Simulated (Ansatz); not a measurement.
A nudged elastic band was laid between two geometries of H5NOSeSi (9 atoms, charge 0, multiplicity 1).

Method: Ansatz, RKS PBE/def2-SVP.

```
movable images  : 2
climbing image  : yes
spring          : 5.0 eV/Å²
optimiser       : quadratic models (default)
start path      : IDPP
force threshold : 0.05 eV/Å
iteration limit : 60
end points      : relaxed
```

First end point:

```xyz
9
Properties=species:S:1:pos:R:3
N -0.560 1.321 0.557
Si 0.229 0.179 -0.468
O 1.698 -0.125 0.285
Se -0.771 -1.882 -0.911
H -0.631 1.134 1.560
H -1.390 1.807 0.211
H 0.296 0.781 -1.841
H 2.039 -1.010 0.062
H -0.821 -2.252 0.528
```

Last end point:

```xyz
9
Properties=species:S:1:pos:R:3
N -0.577 0.999 0.776
Si 0.257 0.070 -0.410
O 1.666 -0.395 0.378
Se -1.163 -1.608 -1.098
H -0.081 1.704 1.326
H -1.567 1.216 0.659
H 0.638 0.702 -1.728
H 2.361 -0.720 -0.222
H -1.446 -2.015 0.303
```

Which bonds break or form, and what moves?

No bond is made or broken. The dihedral H5–N1–Si2–Se4 goes from 70 to 170°.

What energy profile does the band end with?

It converged. The highest image is number 2 of 0 to 3, 3.3 kJ/mol above the first end and 1.7 kJ/mol above the last; the last end lies 1.7 kJ/mol above the first. Another band between the same ends (7 images) ends at a top of the same energy, where a vibrational analysis finds 1 clearly imaginary mode. So few images can step over the top or miss a turn of the path.

| image | path coordinate (Å) | energy (kJ/mol) | dihedral H5–N1–Si2–Se4 (°) |
| --- | --- | --- | --- |
| 0 | 0.00 | 0.0 | 70 |
| 1 | 0.52 | 1.6 | 91 |
| 2 | 1.05 | 3.3 | 112 |
| 3 | 1.74 | 1.7 | 170 |

What is the geometry of the highest image?


```xyz
9
Properties=species:S:1:pos:R:3
N -0.546 1.267 0.568
Si 0.258 0.141 -0.467
O 1.634 -0.247 0.415
Se -1.023 -1.693 -1.075
H -0.198 1.333 1.528
H -1.560 1.373 0.526
H 0.599 0.693 -1.823
H 2.236 -0.869 -0.028
H -1.311 -2.045 0.340
```

Time of the run: 29 s on 2 threads of Intel(R) Xeon(R) Platinum 8488C (Sapphire Rapids), on a shared host, peak memory 0.18 GiB.
